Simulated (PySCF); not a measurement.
**C₆ coefficients of unlike pairs at PW91**

Calculated with PySCF 2.14 from the dipole response of each species, C₆(A,B) = (3/π) ∫ α_A(iu) α_B(iu) du, in atomic units, from isotropic polarisabilities. For ions this is the dispersion term alone; charge-induced terms of lower order in 1/R come first.

```json
{"species": "Pb", "configuration": "[Xe] 4f14 5d10 6s2 6p2 (3P)", "basis": "def2-TZVPPD with the def2 core potential (60 electrons) (7s5p4d2f)", "relativity": "core potential", "α (bohr³)": "66.90", "C₆ (like pair)": "774.8"}
{"species": "Kr³⁺", "configuration": "[Ar] 3d10 4s2 4p3 (4S)", "basis": "aug-cc-pwCVTZ-PP with ECP10MDF (8s7p6d4f1g)", "relativity": "core potential", "α (bohr³)": "5.486", "C₆ (like pair)": "21.77"}
{"species": "Ga", "configuration": "[Ar] 3d10 4s2 4p1 (2P)", "basis": "aug-cc-pV5Z-PP with ECP10MDF (8s7p6d4f3g2h)", "relativity": "core potential", "α (bohr³)": "63.67", "C₆ (like pair)": "531.6"}
```

(1) Estimate C₆ for Kr³⁺ with Pb.

No spin-orbit coupling is included, so Pb, close to jj coupling, stand for model states.

The other pairs:

| pair | C₆ |
| --- | --- |
| Ga, Kr³⁺ | 85.17 |
| Ga, Pb | 636.4 |

Results:

(1) The integral gives 111.8. The combination rule 2 C_A C_B / (C_A α_B/α_A + C_B α_A/α_B) gives 102.5 and the geometric mean 129.9.
